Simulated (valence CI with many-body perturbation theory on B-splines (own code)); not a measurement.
## Sr³³⁺: calculated level list

Method: relativistic CI+MBPT: three valence electrons over a frozen Dirac-Fock core [He], a basis of 11 s, 11 p, 10 d, 8 f, 5 g, 2 h functions for each j, with the one-electron correlation potential Σ1, the two-electron term Σ2, the three-electron term Σ3, Breit, model QED; selected CI, second order for the rest, scaled by the run's own slope (own B-spline code, finite nucleus).

No measured spectrum was set against this ion. As an estimate, large intervals hold to a few tenths of a per cent, small ones and those within an open d or f shell to about a per cent.

Levels 181 to 211 of 211, with energies above the lowest level, (2s^2 2p1/2) J=1/2. "Leading %" is the weight of the configuration and term that name the level; weights of strongly mixed levels are sums over their largest components and can fall short. In the jj column 3d3/2^4 stands for four electrons in 3d with j = 3/2.

| No. | Configuration | Term | J | E (eV) | Leading % | Leading jj | g |
| --- | --- | --- | --- | --- | --- | --- | --- |
| 181 | 2s 2p 4f | 4G | 11/2 | 3395.2 | 100 | 2s 2p3/2 4f7/2 (100 %) | 1.269 |
| 182 | 2s 2p 4f | 4D | 1/2 | 3395.4 | 100 | 2s 2p3/2 4f5/2 (100 %) | 0.006 |
| 183 | 2s 2p 4f | 2G | 9/2 | 3395.5 | 79 | 2s 2p3/2 4f7/2 (55 %) | 1.150 |
| 184 | 2s 2p 4f | 4D | 5/2 | 3396.1 | 34 | 2s 2p3/2 4f7/2 (100 %) | 1.130 |
| 185 | 2s 2p 4s | 2P° | 1/2 | 3397.0 | 85 | 2s 2p3/2 4s (83 %) | 0.737 |
| 186 | 2p2 4s | 4P | 1/2 | 3397.2 | 55 | 2p1/2^2 4s (95 %) | 2.034 |
| 187 | 2s 2p 4f | 2D | 3/2 | 3397.3 | 76 | 2s 2p3/2 4f7/2 (100 %) | 0.868 |
| 188 | 2s 2p 4s | 2P° | 3/2 | 3397.3 | 88 | 2s 2p3/2 4s (92 %) | 1.365 |
| 189 | 2p2 4p | 4D° | 1/2 | 3409.3 | 45 | 2p1/2^2 4p1/2 (95 %) | 0.664 |
| 190 | 2s 2p 4p | 2P | 1/2 | 3411.4 | 66 | 2s 2p3/2 4p1/2 (92 %) | 1.075 |
| 191 | 2s 2p 4p | 2D | 3/2 | 3411.5 | 73 | 2s 2p3/2 4p1/2 (93 %) | 0.931 |
| 192 | 2s 2p 4p | 2D | 5/2 | 3419.3 | 88 | 2s 2p3/2 4p3/2 (93 %) | 1.223 |
| 193 | 2p2 4p | 4D° | 3/2 | 3420.6 | 24 | 2p1/2^2 4p3/2 (95 %) | 1.338 |
| 194 | 2s 2p 4p | 2P | 3/2 | 3421.1 | 71 | 2s 2p3/2 4p3/2 (93 %) | 1.245 |
| 195 | 2s 2p 4p | 2S | 1/2 | 3422.2 | 67 | 2s 2p3/2 4p3/2 (92 %) | 1.672 |
| 196 | 2p2 4d | 4F | 3/2 | 3429.6 | 39 | 2p1/2^2 4d3/2 (95 %) | 0.786 |
| 197 | 2s 2p 4d | 2D° | 3/2 | 3431.7 | 86 | 2s 2p3/2 4d3/2 (89 %) | 0.827 |
| 198 | 2s 2p 4d | 2F° | 5/2 | 3432.0 | 79 | 2s 2p3/2 4d3/2 (93 %) | 0.916 |
| 199 | 2s 2p 4d | 2F° | 7/2 | 3433.3 | 89 | 2s 2p3/2 4d5/2 (93 %) | 1.158 |
| 200 | 2s 2p 4d | 2P° | 1/2 | 3434.0 | 90 | 2s 2p3/2 4d3/2 (93 %) | 0.630 |
| 201 | 2p2 4d | 2D | 5/2 | 3434.5 | 24 | 2p1/2^2 4d5/2 (95 %) | 1.201 |
| 202 | 2s 2p 4d | 2D° | 5/2 | 3435.0 | 77 | 2s 2p3/2 4d5/2 (93 %) | 1.161 |
| 203 | 2s 2p 4d | 2P° | 3/2 | 3436.6 | 87 | 2s 2p3/2 4d5/2 (88 %) | 1.310 |
| 204 | 2p2 4f | 4G° | 5/2 | 3438.8 | 35 | 2p1/2^2 4f5/2 (96 %) | 0.853 |
| 205 | 2s 2p 4f | 2F | 5/2 | 3439.8 | 86 | 2s 2p3/2 4f5/2 (91 %) | 0.864 |
| 206 | 2p2 4f | 2F° | 7/2 | 3440.3 | 26 | 2p1/2^2 4f7/2 (96 %) | 1.142 |
| 207 | 2s 2p 4f | 2F | 7/2 | 3440.8 | 56 | 2s 2p3/2 4f5/2 (54 %) | 1.054 |
| 208 | 2s 2p 4f | 2G | 7/2 | 3441.3 | 61 | 2s 2p3/2 4f7/2 (54 %) | 0.993 |
| 209 | 2s 2p 4f | 2D | 3/2 | 3442.2 | 90 | 2s 2p3/2 4f5/2 (93 %) | 0.778 |
| 210 | 2s 2p 4f | 2G | 9/2 | 3442.3 | 90 | 2s 2p3/2 4f7/2 (94 %) | 1.121 |
| 211 | 2s 2p 4f | 2D | 5/2 | 3443.4 | 89 | 2s 2p3/2 4f7/2 (91 %) | 1.184 |

Where two levels of one J and parity lie close, their mixing, g and order are uncertain.
